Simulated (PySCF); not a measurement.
Heteroatom series: isoheterole (benzo[c]). Gas-phase values, no solvent. Strings in code marks are SMILES.

Delta-SCF ions had no search for a lower state. Excitations are Tamm–Dancoff values on a coarser integration grid. The basis has no diffuse functions, so Rydberg states are missing or too high.

A: E = [Te] (`c1ccc2c[te]cc2c1`)
B: E = S (`c1ccc2cscc2c1`)
C: E = [SiH2] (`C1=c2ccccc2=C[SiH2]1`)
D: E = [GeH2] (`[GeH2]1[CH]=c2c(cccc2)=[CH]1`)
E: E = N(C) (`c1ccc2cn(C)cc2c1`)
F: E = [Si](C)(C) (`c12=C[Si](C)(C)C=c2cccc1`)

Problem. Put the candidates in order of vertical ionisation energy (Delta-SCF), lowest first, for PBE-D3(BJ)/def2-TZVP // PBE-D3(BJ)/def2-SVP in PySCF.

Solution. E (6.90 eV), F (7.01 eV), A (7.20 eV), D (7.24 eV), C (7.32 eV), B (7.47 eV)
